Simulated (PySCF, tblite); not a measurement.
Isomers of C9H13N, one GFN2-xTB conformer each. Single-point energies are computed at PBE0/pcSseg-1 (PySCF, gas phase, no added dispersion term), electronic only.

**Question.** Rank them by PBE0/pcSseg-1 energy, lowest first (kcal/mol).
A. `[CH:1]#[C:2][C:3]1=[CH:4][C@@H:5]([CH:6]([CH3:7])[CH3:8])[NH:9][CH2:10]1` with C4–C5–C6–C7 61°
B. `CC(C)(C)C1=CC=NC=C1`
C. `[CH3:1][C@@H:2]1[C@H:3]2[CH2:4][C@H:5]([CH2:6]2)[C@H:7]1[CH2:8][C:9]#[N:10]` with C5–C7–C8–C9 176°

**Answer.** B (0.0), C (27.9), A (59.4).

As drawn, the lowest has an aromatic ring and a quaternary carbon, which the highest lacks; the highest has a C≡C bond, an N–H bond and a C=C bond outside aromatic rings, which the lowest lacks. GFN2-xTB itself gives, in the same order: 0.0, 23.8, 52.2. Both levels put the same isomer lowest; measured from each level's own lowest isomer, the values differ by up to 7.2 kcal/mol (C#CC1=C[C@@H](C(C)C)NC1: 52.2 against 59.4).

**Question.** Which frontier levels, dipoles and rotational constants go with these structures?

**Answer.** 
```tsv
SMILES	HOMO (eV, PBE0/pcSseg-1)	LUMO (eV)	dipole (D)	A, B, C (MHz)
CC(C)(C)c1ccncc1	-7.24	-0.58	2.89	2647, 959.9, 833.0
C[C@@H]1[C@H]2C[C@H](C2)[C@H]1CC#N	-8.79	0.90	4.12	2476, 1028, 846.3
C#CC1=C[C@@H](C(C)C)NC1	-6.30	-0.70	1.10	3220, 752.5, 705.9
```

**Question.** What happens when harmonic zero-point energies from GFN2-xTB frequencies are added?

**Answer.** 
| SMILES | ZPE (kcal/mol) | electronic (kcal/mol) | with ZPE (kcal/mol) |
| --- | --- | --- | --- |
| CC(C)(C)c1ccncc1 | 123.7 | 0.0 | 0.0 |
| C[C@@H]1[C@H]2C[C@H](C2)[C@H]1CC#N | 125.3 | 27.9 | 29.5 |
| C#CC1=C[C@@H](C(C)C)NC1 | 122.1 | 59.4 | 57.8 |

The zero-point energies span 3.2 kcal/mol. The order is unchanged.
